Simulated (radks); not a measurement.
Question: Coherent X-ray form factor from a spherical all-electron density. All-electron calculation, Dirac Kohn-Sham, PBEsol, spin-unpolarised, spherical densities, point nucleus. Program: a radial shooting solver on a logarithmic mesh with Libxc functionals.

| sin(theta)/lambda (1/angstrom) | f0 (electrons) |
|---|---|
| 0.05 | 22.699 |
| 0.1 | 21.849 |
| 0.15 | 20.586 |
| 0.2 | 19.077 |
| 0.25 | 17.474 |
| 0.3 | 15.890 |
| 0.4 | 13.055 |
| 0.5 | 10.846 |
| 0.6 | 9.253 |
| 0.8 | 7.377 |
| 1 | 6.357 |
| 1.25 | 5.388 |
| 1.5 | 4.477 |
| 2 | 2.959 |

The species is in the configuration that NIST lists as its ground one. Which atom or ion scatters so?

Answer: The manganese ion Mn2+, [Ar] 3d5. Extrapolating in s^2 from the first two rows gives f0(0) = 23.0, near the electron count 23; among species with that count, the fall with angle is slower the higher Z, and the table is that of Z = 25; from so few rows the species is fixed only to a neighbour or two.
